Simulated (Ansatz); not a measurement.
`FB(Cl)[SeH]` + NH₃ → `NB(F)[SeH]` + HCl at 600 K and 1 bar (ligand exchange at a B–Cl bond).

Calculated with Ansatz (gas phase, PBE0-D4/def2-TZVP geometries, no zero-point term in ΔE). CCSD(T)/CBS adds triple-zeta CCSD(T) − MP2 to the extrapolated MP2 energy (def2 sets, frozen cores). This one scheme is used for every species. For Se outer-core shells are correlated without core-valence functions, which leaves a few kJ/mol of doubt a bond. Scalar relativity is left out up to krypton. Each species was taken in one conformer, which may not be the lowest.

```json
{"species": "`FB(Cl)[SeH]`", "CCSD(T)/CBS energy (Eh)": "-2985.79275", "H − E (kJ/mol)": "83.2", "S (J/(mol·K))": "369.1"}
{"species": "NH₃", "CCSD(T)/CBS energy (Eh)": "-56.50880", "H − E (kJ/mol)": "112.4", "S (J/(mol·K))": "219.5"}
{"species": "`NB(F)[SeH]`", "CCSD(T)/CBS energy (Eh)": "-2581.93092", "H − E (kJ/mol)": "157.1", "S (J/(mol·K))": "381.3"}
{"species": "HCl", "CCSD(T)/CBS energy (Eh)": "-460.38127", "H − E (kJ/mol)": "35.4", "S (J/(mol·K))": "207.2"}
```

H − E and S are ideal-gas, rigid-rotor, harmonic terms from PBE0-D4/def2-TZVP, for one conformer and one mirror image of each species. 1 Eh = 2625.50 kJ/mol, R = 8.31446 J/(mol·K).

By hand: ΔE, ΔH, ΔS and ΔG.

ΔE = (-2581.93092) + (-460.38127) − (-2985.79275) − (-56.50880) = -0.01064 Eh = -27.9 kJ/mol. Δ(H − E) = 157.1 + 35.4 − 83.2 − 112.4 = -3.1, so ΔH = -31.0 kJ/mol. ΔS = 381.3 + 207.2 − 369.1 − 219.5 = -0.1 J/(mol·K). ΔG = -31.0 − 600 × (-0.1)/1000 = -30.9 kJ/mol.

By hand: the equilibrium constant, and the temperature at which ΔG would vanish if ΔH and ΔS stayed fixed.

log₁₀ K = −ΔG/(RT ln 10) = 2.7. ΔG = 0 at ΔH/ΔS = 310000 K, far beyond where these terms or the molecules hold.

The number of gas molecules stays the same, so ΔS is small and ΔH decides. A doubt of 5 kJ/mol in ΔE shifts log₁₀ K by 0.4 here. Other conformers and mirror images would add mixing entropy, several J/(mol·K) or more a flexible species. These are equilibria of isolated gas molecules and say nothing of rates. Largest T1 diagnostic: 0.011 (customary marks: 0.02 for closed shells, 0.045 for open ones).
